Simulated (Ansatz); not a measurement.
Calculated with Ansatz (gas phase, PBE0-D4/def2-TZVP geometries, no zero-point term in ΔE). CCSD(T)/CBS is the MP2 limit (def2-TZVPP, def2-QZVPP) plus CCSD(T) − MP2 in def2-TZVPP, frozen cores. This one scheme is used for every species. DFT in def2-TZVPP. B3LYP here is the variant with VWN-RPA as its local correlation; programs differ in this. Each species was taken in one conformer, which may not be the lowest.

Consider the formal hydrolysis of a C–S bond: `[SiH3]BCS[SiH3]` + H₂O → `OCB[SiH3]` + `[SiH3]S`.

```csv
level,ΔE (kJ/mol)
r2SCAN-D4,41.2
ωB97X-V,38.5
ωB97M-V,41.5
B2PLYP,37.6
B3LYP,28.1
CCSD/def2-TZVPP,40.6
CCSD(T)/def2-TZVPP,44.6
MP2/def2-QZVPP,58.6
```

What does CCSD(T)/CBS give? (An estimate is asked.)

The calculation gave: +51.1 kJ/mol. The listed levels differ from it by -9.9, -12.6, -9.6, -13.5, -23.0, -10.5, -6.5, 7.5 kJ/mol.

Largest T1 diagnostic among the species: 0.012.

In def2-TZVPP, CCSD(T) changes the Hartree–Fock value by +21.4 kJ/mol (the triples alone add +4.0 kJ/mol) and MP2 by +31.6 kJ/mol. The D4 term adds +13.5 kJ/mol with B3LYP and +7.6 kJ/mol with PBE0; it sums over pairs of atoms, weighted by their polarisabilities, and B3LYP, whose exchange is more repulsive, gets the larger term.
